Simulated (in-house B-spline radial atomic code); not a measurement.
## Ionising Te⁵⁺ with different functionals

Computed with a B-spline radial code for spherical atoms: non-relativistic Hamiltonian, point nucleus, spin-polarised at highest spin, spherical fractional occupations for the functionals, the average over the highest-spin determinants for Hartree-Fock. The ionisation energy is the difference of two self-consistent energies, [Kr] 4d10 5s1 → [Kr] 4d10, without Breit or QED terms; ε is the level of the shell that loses the electron (its least bound occupied spin orbital). There is no spin-orbit coupling in this Hamiltonian.

```json
{"method": "Hartree-Fock", "rung": "Hartree-Fock", "ΔSCF (eV)": "66.68", "-ε(5s) (eV)": "66.81"}
{"method": "HF fractional", "rung": "Hartree-Fock", "ΔSCF (eV)": "66.68", "-ε(5s) (eV)": "66.81"}
{"method": "LDA VWN5", "rung": "LDA", "ΔSCF (eV)": "69.39", "-ε(5s) (eV)": "63.88"}
{"method": "LDA PW92", "rung": "LDA", "ΔSCF (eV)": "69.39", "-ε(5s) (eV)": "63.87"}
{"method": "LDA exchange-only", "rung": "LDA", "ΔSCF (eV)": "68.19", "-ε(5s) (eV)": "62.75"}
{"method": "PBE", "rung": "GGA", "ΔSCF (eV)": "68.97", "-ε(5s) (eV)": "63.37"}
{"method": "PBEsol", "rung": "GGA", "ΔSCF (eV)": "68.88", "-ε(5s) (eV)": "63.43"}
{"method": "BLYP", "rung": "GGA", "ΔSCF (eV)": "69.26", "-ε(5s) (eV)": "63.54"}
{"method": "RPBE", "rung": "GGA", "ΔSCF (eV)": "68.75", "-ε(5s) (eV)": "63.14"}
{"method": "PW91", "rung": "GGA", "ΔSCF (eV)": "69.09", "-ε(5s) (eV)": "63.52"}
{"method": "BP86", "rung": "GGA", "ΔSCF (eV)": "?", "-ε(5s) (eV)": "?"}
{"method": "AM05", "rung": "GGA", "ΔSCF (eV)": "68.82", "-ε(5s) (eV)": "63.44"}
{"method": "OLYP", "rung": "GGA", "ΔSCF (eV)": "68.70", "-ε(5s) (eV)": "63.03"}
{"method": "TPSS", "rung": "meta-GGA", "ΔSCF (eV)": "68.41", "-ε(5s) (eV)": "63.05"}
{"method": "SCAN", "rung": "meta-GGA", "ΔSCF (eV)": "68.46", "-ε(5s) (eV)": "63.73"}
{"method": "r2SCAN", "rung": "meta-GGA", "ΔSCF (eV)": "68.27", "-ε(5s) (eV)": "63.45"}
{"method": "M06-L", "rung": "meta-GGA", "ΔSCF (eV)": "67.18", "-ε(5s) (eV)": "62.68"}
{"method": "revTPSS", "rung": "meta-GGA", "ΔSCF (eV)": "68.24", "-ε(5s) (eV)": "62.98"}
{"method": "PBE0", "rung": "global hybrid", "ΔSCF (eV)": "68.54", "-ε(5s) (eV)": "64.41"}
{"method": "B3LYP", "rung": "global hybrid", "ΔSCF (eV)": "69.07", "-ε(5s) (eV)": "64.52"}
{"method": "TPSSh", "rung": "global hybrid", "ΔSCF (eV)": "68.29", "-ε(5s) (eV)": "63.49"}
{"method": "M06-2X", "rung": "global hybrid", "ΔSCF (eV)": "68.25", "-ε(5s) (eV)": "65.32"}
{"method": "BHandHLYP", "rung": "global hybrid", "ΔSCF (eV)": "68.47", "-ε(5s) (eV)": "65.59"}
{"method": "r2SCAN0", "rung": "global hybrid", "ΔSCF (eV)": "?", "-ε(5s) (eV)": "?"}
{"method": "B97-1", "rung": "global hybrid", "ΔSCF (eV)": "68.27", "-ε(5s) (eV)": "63.88"}
{"method": "HSE06", "rung": "range-separated hybrid", "ΔSCF (eV)": "68.59", "-ε(5s) (eV)": "64.10"}
{"method": "wB97X", "rung": "range-separated hybrid", "ΔSCF (eV)": "67.69", "-ε(5s) (eV)": "66.63"}
{"method": "CAM-B3LYP", "rung": "range-separated hybrid", "ΔSCF (eV)": "69.02", "-ε(5s) (eV)": "66.19"}
{"method": "LC-wPBE", "rung": "range-separated hybrid", "ΔSCF (eV)": "68.51", "-ε(5s) (eV)": "67.39"}
```

What does r2SCAN0 give?

ΔSCF 68.12 eV, and -ε(5s) = 64.55 eV.

What does BP86 give?

ΔSCF 68.88 eV, and -ε(5s) = 63.54 eV.

Among the functionals, which spreads more, the ΔSCF values or the orbital energies?

The orbital energies: ΔSCF values span about 2.21 eV and the orbital energies 4.70 eV.

How do they compare with the NIST value?

NIST lists 69 eV ± 2 (tabulated theory, ground level to ground level). Errors run from -2.42 to +0.29 eV; all lie within about twice that uncertainty, so the table can't rank the methods. Hartree-Fock also lacks correlation.
